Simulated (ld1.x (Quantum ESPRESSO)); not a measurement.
**Before and after: TM potential for Zr**

* Element: Zr (Z = 40)
* Generator: ld1.x (Quantum ESPRESSO) 7.5
* Type: norm-conserving Troullier–Martins (Kleinman–Bylander form)
* Functional: PBEsol
* Relativity: fully relativistic
* Frozen core: [Ar] 3d10 4s2
* Valence charge: 10
* Reference configuration: 4p6 4d2 5s2 5p0
* Partial waves: 4p (bound): rc 1.45 bohr; 4d (bound): rc 2.90 bohr; 5s (bound): rc 2.40 bohr
* Local potential: the s channel
* Core correction: Bessel-smoothed model core inside 1.10 bohr

Open shells are filled in proportion to 2j + 1 (rel_dist='average').

Change: wave 5s (bound): rc 2.40 bohr becomes 5s (bound): rc 2.34 bohr.

Cutoffs: the cutoffs (Ry, on a coarse ladder) from which the occupation-weighted sum of valence levels, in a spherical-Bessel basis at the reference potential, stays within 10 and 1 mRy of its value at 400 Ry; they do not see the model core or the augmentation charge, which bear on the density cutoff. Errors are all-electron minus pseudo energies relative to the spin-unpolarised reference configuration.

Question: How do hardness, ghosts and transferability respond?

Answer: The potential gets neither clearly harder nor softer (50 Ry and 100 Ry → 50 Ry and 100 Ry); the p channel sets the loose cutoff, while the largest relative change is in s, which becomes harder; of the 7 tests that both files solve, the error grows in 0 and shrinks in 1 by more than 15 % and 0.3 meV (median size 47.9 → 35.7 meV); neither file shows a bound ghost.

| quantity | base | changed |
| --- | --- | --- |
| cutoff, loose | 50 Ry | 50 Ry |
| cutoff, tight | 100 Ry | 100 Ry |
| loose cutoff by channel (10 mRy a level) | p 40 Ry, d 18 Ry, s 8 Ry | p 40 Ry, d 18 Ry, s 10 Ry |
| bound ghosts | none | none |
| error for 4p6 4d2 5s1 5p0, meV [ΔE 7.17 eV] | -0.3 | +0.6 |
| error for 4p6 4d2 5s0 5p0, meV [ΔE 20.08 eV] | -20 | -18 |
| error for 4p6 4d1 5s0 5p0, meV [ΔE 42.66 eV] | -48 | -51 |
| error for 4p5 4d2 5s2 5p0, meV [ΔE 38.00 eV] | -104 | -36 |
| error for 4p6 4d2 5s1 5p1, meV [ΔE 3.07 eV] | -440 | -423 |
| error for 4p6 4d3 5s1 5p0, meV [ΔE 1.21 eV] | -20 | -17 |
| error for 4p6 4d1 5s2 5p1, meV [ΔE 3.02 eV] | -585 | -554 |
| s: phases at 3.13 bohr within 0.05 rad from the reference energy up to (Ry; the scan ends near 5) | 0.6 | 0.4 |
| p1/2: phases at 3.13 bohr within 0.05 rad from the reference energy up to (Ry; the scan ends near 5) | -0.7 | -0.7 |
| p3/2: phases at 3.13 bohr within 0.05 rad from the reference energy up to (Ry; the scan ends near 5) | -0.7 | -0.6 |
| d3/2: phases at 3.13 bohr within 0.05 rad from the reference energy up to (Ry; the scan ends near 5) | 0.8 | 0.8 |
| d5/2: phases at 3.13 bohr within 0.05 rad from the reference energy up to (Ry; the scan ends near 5) | 0.8 | 0.9 |
